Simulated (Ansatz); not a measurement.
Total energies of Sn10OH14 from Ansatz at PBE0-D4/def2-TZVP, gas phase (1 Eh = 27.2114 eV = 2625.5 kJ/mol). The reference geometry is relaxed at PBE-D4/def2-SVP.

| atom | x (Å) | y (Å) | z (Å) |
| --- | --- | --- | --- |
| Sn1 | -2.669 | 0.275 | 1.574 |
| Sn2 | 1.761 | -0.059 | 2.748 |
| Sn3 | -0.161 | -3.261 | 0.021 |
| Sn4 | -1.548 | 0.036 | -2.874 |
| Sn5 | 2.890 | -0.296 | -1.710 |
| Sn6 | 0.403 | 3.235 | -0.159 |
| Sn7 | -0.585 | -1.516 | 2.192 |
| Sn8 | -1.948 | 1.777 | -0.696 |
| Sn9 | 2.513 | 1.475 | 0.497 |
| Sn10 | 0.529 | -1.790 | -2.292 |
| O11 | 4.501 | -0.458 | -2.666 |
| H12 | -2.962 | 1.332 | 2.920 |
| H13 | -4.135 | -0.602 | 1.265 |
| H14 | 1.484 | 1.007 | 4.092 |
| H15 | 3.054 | -1.130 | 3.187 |
| H16 | -1.605 | -4.174 | -0.292 |
| H17 | 1.103 | -4.390 | 0.393 |
| H18 | -3.009 | -0.849 | -3.191 |
| H19 | -1.156 | 0.933 | -4.307 |
| H20 | 0.130 | 4.324 | 1.167 |
| H21 | 0.846 | 4.192 | -1.538 |
| H22 | -1.007 | -2.458 | 3.595 |
| H23 | -3.222 | 2.895 | -1.098 |
| H24 | 3.979 | 2.357 | 0.810 |
| H25 | 0.813 | -2.853 | -3.639 |

```csv
state,geometry,energy (Eh)
charge 0 singlet,reference,-2226.85438
charge 1 doublet,reference,-2226.58361
charge -1 doublet,reference,-2226.92372
charge -1 doublet,relaxed at PBE-D4/def2-SVP,-2226.95214
free Sn atom (triplet),–,-214.25870
free O atom (triplet),–,-75.01860
free H atom (doublet),–,-0.50104
```

In the def2 sets Sn takes a core potential; there is no spin–orbit coupling. Single mean-field runs in def2-TZVP are fitted with def2-universal-jkfit.

Work out the vertical ionisation energy to the doublet.

E(charge 1 doublet) − E(charge 0 singlet) = -2226.58361 − (-2226.85438) = 0.27077 Eh = 7.37 eV. For comparison, −ε of the highest occupied level is 6.43 eV at this level, 0.94 eV less.

Work out the vertical electron affinity, to the doublet.

E(charge 0 singlet) − E(charge -1 doublet) = -2226.85438 − (-2226.92372) = 0.06934 Eh = 1.89 eV. The basis lacks diffuse functions, which makes affinities too small.

Give the fundamental gap IE − EA, the Mulliken electronegativity (IE + EA)/2 and the hardness (IE − EA)/2.

From the values in Eh: IE − EA = 0.27077 − 0.06934 = 0.20143 Eh = 5.48 eV; (IE + EA)/2 = 4.63 eV; (IE − EA)/2 = 2.74 eV. The HOMO–LUMO gap of the same run is 3.52 eV, 1.96 eV smaller than the fundamental gap.

How much does the charge -1 doublet relax, and what is the adiabatic electron affinity?

Relaxation: -2226.92372 − (-2226.95214) = 0.02842 Eh = 0.77 eV. Adiabatic electron affinity: 0.09776 Eh = 2.66 eV, without zero-point energy. 

What is the binding energy per atom against free atoms?

Atoms: 10 × (-214.25870) + 1 × (-75.01860) + 14 × (-0.50104) = -2224.62016 Eh. Binding: -2224.62016 − (-2226.85438) = 2.23422 Eh = 60.80 eV, or 2.43 eV for each of 25 atoms (no zero-point energy, no counterpoise term).
